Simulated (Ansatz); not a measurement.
Geometry optimisation, UKS LDA/def2-SVP (Ansatz 0.2.0).

The input (input.yaml):

```yaml
crystal:
  periodic: [false, false, false]
  atoms:
    - { symbol: Zr, position_ang: [0.000524, 0.0, -0.059139] }
    - { symbol: Cl, position_ang: [-1.2e-05, 0.0, 2.409184] }
    - { symbol: F, position_ang: [1.767207, 0.0, -0.690142] }
    - { symbol: F, position_ang: [-0.882901, 1.529889, -0.690275] }
    - { symbol: F, position_ang: [-0.882901, -1.529889, -0.690275] }
    - { symbol: F, position_ang: [-1.7e-05, 0.0, 5.082746] }
magnetization:
  spin_polarized: true
  initial_magnetization: 1
basis:
  gaussian: { orbitals: def2-SVP }
hamiltonian:
  xc: lda
relax:
  f_tol: 0.03
  max_steps: 50
```

Command:

```bash
$ ansatz run input.yaml --threads 4 --pin off --max-ram 5120MiB --backend cpu --events-out ev --progress --plain --runs-dir out
```

**Question.** Where does it end, and by what steps?

**Answer.** The forces met the threshold. The force dipped under the threshold on the way, but the program's further checks kept it going. After 24 steps the energy has fallen by 2.707 eV; F6 moved furthest, 2.68 Å. Joined: Zr1–F6 (5.14 → 2.00 Å).

| step | energy less start (eV) | largest force component (eV/Å) | accepted |
| --- | --- | --- | --- |
| 0 | 0.0000 | 1.582 | yes |
| 1 | -0.1866 | 1.328 | yes |
| 2 | -0.3791 | 0.511 | yes |
| 3 | -0.4102 | 0.540 | yes |
| 4 | -0.4310 | 0.051 | yes |
| 5 | -0.4316 | 0.019 | yes |
| 6 | -0.4321 | 0.018 | yes |
| 7 | -0.4336 | 0.037 | yes |
| 8 | -0.4479 | 0.119 | yes |
| 9 | -0.4969 | 0.148 | yes |
| 10 | -0.5378 | 0.330 | yes |
| 11 | -0.5968 | 0.254 | yes |
| 12 | -0.6510 | 0.186 | yes |
| 13 | -0.7091 | 0.235 | yes |
| 14 | -0.7839 | 0.336 | yes |
| 15 | -0.8989 | 0.532 | yes |
| 16 | -1.0881 | 0.848 | yes |
| 17 | -1.3928 | 1.268 | yes |
| 18 | -1.8060 | 1.621 | yes |
| 19 | -2.3030 | 1.443 | yes |
| 20 | -2.5794 | 0.534 | yes |
| 21 | -2.6767 | 0.469 | yes |
| 22 | -2.7033 | 0.240 | yes |
| 23 | -2.7068 | 0.088 | yes |
| 24 | -2.7070 | 0.006 | yes |

```xyz
6
Properties=species:S:1:pos:R:3
Zr 0.139 0.000 0.602
Cl -1.556 0.000 2.609
F 1.905 0.000 -0.059
F -0.617 1.555 -0.147
F -0.617 -1.555 -0.147
F 0.748 0.000 2.504
```

Whether the end is a true minimum wasn't checked by a vibrational analysis.

Time of the run: 41 s on 4 threads of Intel(R) Xeon(R) Platinum 8259CL CPU @ 2.50GHz (Skylake/Cascade Lake), on a shared host, peak memory 0.26 GiB.
